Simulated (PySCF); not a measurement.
Species: `CCCC1COBOC1`. The columns A, B, C and D hold Mulliken, IAO, Hirshfeld and ESP-fitted charges (e) of one PBE0/pcSseg-1 density (PySCF), in a shuffled order. Coordinates in Å (PBE0-D3(BJ)/def2-SVP); the density's dipole moment is (-3.16, 1.27, -0.05) D.

| atom | x | y | z | A | B | C | D |
| --- | --- | --- | --- | --- | --- | --- | --- |
| C1 | -3.203 | 0.557 | -0.464 | -0.407 | -0.267 | -0.112 | -0.396 |
| C2 | -1.909 | -0.240 | -0.476 | -0.241 | -0.279 | -0.062 | +0.402 |
| C3 | -0.722 | 0.551 | 0.059 | -0.246 | -0.190 | -0.060 | -0.500 |
| C4 | 0.589 | -0.224 | 0.136 | -0.137 | -0.471 | -0.036 | -0.057 |
| C5 | 1.663 | 0.587 | 0.846 | -0.050 | +0.178 | +0.010 | +0.370 |
| O6 | 2.912 | -0.067 | 0.858 | -0.401 | -0.503 | -0.182 | -0.593 |
| B7 | 3.230 | -0.947 | -0.127 | +0.352 | +0.480 | +0.203 | +0.680 |
| O8 | 2.391 | -1.239 | -1.153 | -0.400 | -0.505 | -0.182 | -0.593 |
| C9 | 1.118 | -0.635 | -1.231 | -0.052 | +0.165 | +0.010 | +0.318 |
| H10 | -4.047 | -0.033 | -0.852 | +0.141 | +0.121 | +0.043 | +0.084 |
| H11 | -3.119 | 1.465 | -1.083 | +0.134 | +0.113 | +0.039 | +0.099 |
| H12 | -3.464 | 0.880 | 0.557 | +0.134 | +0.113 | +0.039 | +0.097 |
| H13 | -1.703 | -0.582 | -1.505 | +0.125 | +0.126 | +0.037 | -0.063 |
| H14 | -2.031 | -1.158 | 0.125 | +0.128 | +0.120 | +0.037 | -0.048 |
| H15 | -0.969 | 0.922 | 1.069 | +0.128 | +0.121 | +0.039 | +0.123 |
| H16 | -0.573 | 1.454 | -0.562 | +0.122 | +0.113 | +0.035 | +0.096 |
| H17 | 0.423 | -1.146 | 0.725 | +0.130 | +0.132 | +0.037 | +0.071 |
| H18 | 1.774 | 1.572 | 0.355 | +0.127 | +0.107 | +0.039 | +0.002 |
| H19 | 1.373 | 0.779 | 1.892 | +0.145 | +0.126 | +0.046 | +0.006 |
| H20 | 4.303 | -1.494 | -0.086 | -0.004 | -0.036 | -0.062 | -0.150 |
| H21 | 1.177 | 0.253 | -1.888 | +0.126 | +0.107 | +0.039 | +0.031 |
| H22 | 0.442 | -1.354 | -1.718 | +0.145 | +0.131 | +0.045 | +0.020 |

Q: Which column most likely holds the ESP-fitted charges?

A: D. Σ q r misses the density's dipole by 0.03 D (D), 0.34 D (A), 1.03 D (C), 1.33 D (B). Charges fitted to the outside potential are the only set here that is tied to the molecule's multipoles.

Q: And the Hirshfeld charges?

A: C. The mean sizes are 0.063 e (C), 0.176 e (A), 0.205 e (B), 0.218 e (D), and Hirshfeld charges are commonly the smallest of these schemes.

As computed, A = IAO, B = Mulliken, C = Hirshfeld, D = ESP-fitted. Hydrogens on carbon: IAO +0.12 to +0.15, Mulliken +0.11 to +0.13, Hirshfeld +0.04 to +0.05, ESP-fitted -0.06 to +0.12 e.

The IAO scheme counts the electrons in orthogonalised intrinsic atomic orbitals, a minimal basis polarised so that it spans the occupied orbitals exactly. The ESP scheme fits charges at the nuclei, held to the total charge, to the electrostatic potential on points at 1.4 to 2.0 times the van der Waals radii.

The structure is a single PBE0-D3(BJ)/def2-SVP conformer in the gas phase; no vibrational or solvent corrections.
